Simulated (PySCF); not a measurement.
**Ionisation energy of Hf(55+) by level of theory**

Hf(55+) [Ne] 3s2 3p5 (2P) → Hf(56+) [Ne] 3s2 3p4 (3P), as a difference of total energies. Computed with PySCF 2.14 in an uncontracted even-tempered set (17 s from 14 bohr⁻², ratio 2.5; 12 p from 18 bohr⁻², ratio 2.5; 4 d from 74 bohr⁻², ratio 2.7; 4 f from 110 bohr⁻², ratio 2.7), with the spin-free X2C one-electron Hamiltonian (Gaussian nucleus). Correlated levels: outer shells: 1s2 frozen; virtual orbitals above 40 to 60 times the deepest correlated orbital energy dropped. The calculations carry no spin-orbit coupling.

| method | ionisation energy (eV) |
| --- | --- |
| UHF | 5563.1 |
| MP2 (outer shells) | 5564.2 |
| SCS-MP2 (outer shells) | 5564.1 |
| CCSD (outer shells) | 5564.2 |
| CCSD(T) (outer shells) | 5564.2 |

Spin-orbit coupling is strong in these open shells (close to jj coupling). The scalar numbers leave it out and a first-order estimate fails, so it can dominate the gap to the real levels.

Breit and QED terms and the two-electron picture change are absent.

For comparison: 5468 ± 5 eV (theoretical estimate listed by NIST; NIST Atomic Spectra Database, ionization energies).
